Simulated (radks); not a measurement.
Problem. Valence configurations of O IV (all share [He]). Calculated with a radial shooting solver on a logarithmic mesh with Libxc functionals: non-relativistic Kohn-Sham, PBE, spin-polarised, spherical densities, point nucleus; open shells are filled with parallel spins first. Order these by energy: 2p3; 2s1.5 2p1.5; 2s0.5 2p2.5; 2s2 2p1; 2s1 2p2.

Solution. From the lowest, in eV above it: 2s2 2p1 0.000; 2s1.5 2p1.5 4.959; 2s1 2p2 8.059; 2s0.5 2p2.5 15.333; 2p3 22.601. NIST lists [He] 2s2 2p1 as the ground configuration; this level of theory agrees among the configurations tried. The energies are those of spherical high-spin densities, not of single terms.
